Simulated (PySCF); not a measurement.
Computed Raman spectrum (relative Raman activity) of a molecule C4H5F. The structure is a stationary point at r2SCAN-D4/def2-SVP. Other conformers were not sampled. Level of theory: r2SCAN-D4/def2-SVP in PySCF. No scaling factor is applied to the harmonic values.

```json
[
 {"ν (cm⁻¹)": "465", "relative intensity": "5.1"},
 {"ν (cm⁻¹)": "846", "relative intensity": "5.2"},
 {"ν (cm⁻¹)": "1201", "relative intensity": "15"},
 {"ν (cm⁻¹)": "1303", "relative intensity": "15"},
 {"ν (cm⁻¹)": "1430", "relative intensity": "11"},
 {"ν (cm⁻¹)": "1671", "relative intensity": "10.0"},
 {"ν (cm⁻¹)": "1730", "relative intensity": "100"},
 {"ν (cm⁻¹)": "3136", "relative intensity": "12"},
 {"ν (cm⁻¹)": "3146", "relative intensity": "63"},
 {"ν (cm⁻¹)": "3173", "relative intensity": "19"},
 {"ν (cm⁻¹)": "3185", "relative intensity": "37"},
 {"ν (cm⁻¹)": "3252", "relative intensity": "36"}
]
```

Identify the compound among the candidates.
(A) C=C/C=C/F
(B) CC=C=CF
(C) C=C=C(C)F
(D) C=CC(=C)F

A, C=C/C=C/F
